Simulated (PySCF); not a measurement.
Spinor energies of Se²⁺ (selenium, charge +2)

Start: [Ar] 3d10 4s1 4p2 5s1; 4s1/2 filled at m_j = +1/2; 4p3/2 filled at m_j = +1/2, +3/2; 5s1/2 filled at m_j = +1/2. Calculated with PySCF 2.14 in x2c-SVPall-2c with one added diffuse shell each of s, p, d type (6s7p4d, 47 functions): generalised Hartree-Fock with the X2C-1e Hamiltonian and a Gaussian nucleus; one run each with spin-orbit coupling (SO) switched off, then screened by Boettger's factors. This is a chosen level, not necessarily the ground level.

```
spinor shell  electrons  ε, spin-free (eV)  ε, screened SO (eV)  weight of nominal j (screened SO)  rms radius, screened SO (bohr)
       1s1/2          2           -12763.6             -12763.4                              1.000                          0.0508
       2s1/2          2            -1725.7              -1725.7                              1.000                           0.212
       2p1/2          2            -1517.0              -1545.7                              1.000                           0.187
       2p3/2          4            -1517.0              -1503.2                              1.000                           0.190
       3s1/2          2            -280.51              -280.53                              1.000                           0.613
       3p1/2          2            -212.84              -217.13                              0.994                           0.629
       3p3/2          4            -212.84              -210.82                              0.997                           0.638
       3d3/2          4            -100.61              -101.27                              0.932                           0.691
       3d5/2          6            -100.61              -100.23                              0.955                           0.692
       4s1/2          1            -52.314              -52.313                              1.000                            1.76
       4p3/2          2            -36.913              -36.830                              0.807                            2.05
       5s1/2          1            -15.810              -15.815                              0.986                            4.29
```

| quantity | spin-free | screened SO |
| --- | --- | --- |
| E (hartree) | -2425.68732 | -2425.77617 |
| M_J | 3 | 3 |
| ⟨J²⟩ | 12.080 | 12.083 |
| ⟨L²⟩ | 2.079 | 2.100 |
| ⟨S²⟩ | 6.001 | 5.991 |

Each row is a mean over spinors that exchange with the open shell spreads, by up to 1.546 eV (3s1/2).

Rows whose weight is well below 1 are mixtures of j = l ± 1/2: exchange outweighs spin-orbit coupling there, and the label is only the starting occupation.

⟨J²⟩ departs a little from M_J(M_J + 1) because the unrestricted spinors polarise the closed shells.

Without spin-orbit coupling the j labels of p, d and f shells carry no meaning; the spin-free column gives the mean over the occupied spinors of each nl shell.
